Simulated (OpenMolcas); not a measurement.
Computed levels of 5s2 5p2 in ions with 50 electrons, in cm-1 above 3P0.

```yaml
Program: OpenMolcas
Method: CASSCF
Basis: ANO-RCC-VQZP
Scalar_Hamiltonian: DKH2, point nucleus
Spin-orbit_coupling: state interaction with AMFI integrals over the reference wave functions, term energies averaged over their components
```

Active space for each ion: 2 electrons in 3 orbitals (5p).

```tsv
Level	Sn	Te2+	I3+	Xe4+
3P1	1363	3788	5449	7571
3P2	3086	7402	10000	13075
1D2	10295	18239	22756	28130
1S0	21561	34568	40968	48050
```

Q: Estimate 3P2, 1D2, 1S0 for Sb+ from its neighbours Sn and Te2+.

A: 3P2 is fine structure, which grows about as the fourth power of a screened charge, so the fourth roots are averaged: ((3086^0.25 + 7402^0.25) / 2)^4 = 4895. The calculation gives 5100, so the estimate is off by -4.0 %; the measured value is 5658 (NIST Handbook of Basic Atomic Spectroscopic Data).
1D2 is another term, which grows about linearly with the charge: (10295 + 18239) / 2 = 14267. The calculation gives 14178, so the estimate is off by +0.6 %; the measured value is 12790 (NIST Handbook of Basic Atomic Spectroscopic Data).
1S0 is another term, which grows about linearly with the charge: (21561 + 34568) / 2 = 28064. The calculation gives 28312, so the estimate is off by -0.9 %; the measured value is 23906 (NIST Handbook of Basic Atomic Spectroscopic Data).

With the s shell closed, the reference lacks s² → p² mixing. Measured partners are found by configuration, term and J. A level has none where our copy of the source lacks it or the pairing is in doubt (some pairs that miss far off the trend of their configuration count as doubtful), and it then counts in no deviation. Levels of configurations outside the active space are missing.
